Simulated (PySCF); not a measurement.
H₄O₃STi, multiplicity 1.

```xyz
9

Ti     0.3425     0.1432     0.0478
O      1.2734    -0.2103    -1.4334
H      0.9788    -0.3569    -2.3407
O      1.1509    -0.6631     1.4252
H      1.1415    -0.4086     2.3570
O      0.1178     1.8861     0.3104
H      0.3136     2.6921    -0.1818
S     -1.8086    -0.7005    -0.2048
H     -1.3681    -1.9713    -0.0288
```

Geometry: B3LYP-D3(BJ)/def2-SVP. The multiplicity is an assumed one; no other spin state was optimised. The structure was generated by enumeration; whether it is a known compound was not checked. Other conformers were not sampled.

Calculation: PBE/pcSseg-1 run with PySCF. Non-relativistic, no solvent.

Problem. Give the absolute GIAO shielding of each atom: isotropic value and principal components (ppm). (Estimate from the structure and the level; the computed values follow.)

Solution. 
| atom | σ(iso) | σ11 | σ22 | σ33 | span |
|---|---|---|---|---|---|
| Ti1 | -567.0 | -809.0 | -531.3 | -360.8 | 448.2 |
| O2 | -19.1 | -331.3 | -7.6 | 281.6 | 613.0 |
| H3 | 23.3 | 16.2 | 24.7 | 29.0 | 12.8 |
| O4 | -40.8 | -401.8 | 23.3 | 256.1 | 657.8 |
| H5 | 22.7 | 15.2 | 25.2 | 27.6 | 12.4 |
| O6 | -29.0 | -403.5 | 25.5 | 291.1 | 694.6 |
| H7 | 23.1 | 14.8 | 24.5 | 30.0 | 15.1 |
| S8 | 319.7 | -248.0 | 508.5 | 698.7 | 946.7 |
| H9 | 27.1 | 26.0 | 26.4 | 28.9 | 2.9 |
